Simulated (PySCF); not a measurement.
F4Te, SMILES F[Te](F)(F)F (connectivity only; charge and spin as stated), charge -1, multiplicity 2.

The structure is a stationary point at PBE-D3(BJ)/def2-SVPD. The multiplicity is an assumed one; other spin states were not compared. The isomer is the one that the SMILES or the coordinates give; other isomers of the formula were not compared. The def2 effective core potentials stand for the cores of Te; spin–orbit coupling is left out.

The numbers are results of PBE-D3(BJ)/def2-SVPD run with PySCF 2.14.0, not measurements.

Frequencies are harmonic and unscaled.

```csv
mode,ν (cm⁻¹),IR (km/mol),moving atoms (share of kinetic energy)
1,114,0.0,F 100 %
2,132,5.9,"F 91 %, Te 9 %"
3,138,4.9,"F 86 %, Te 14 %"
4,209,1.9,F 93 %
5,266,10.0,"F 90 %, Te 10 %"
6,362,79.6,"F 86 %, Te 14 %"
7,446,20.0,F 98 %
8,467,295.6,"F 75 %, Te 25 %"
9,500,89.0,"F 84 %, Te 16 %"
```
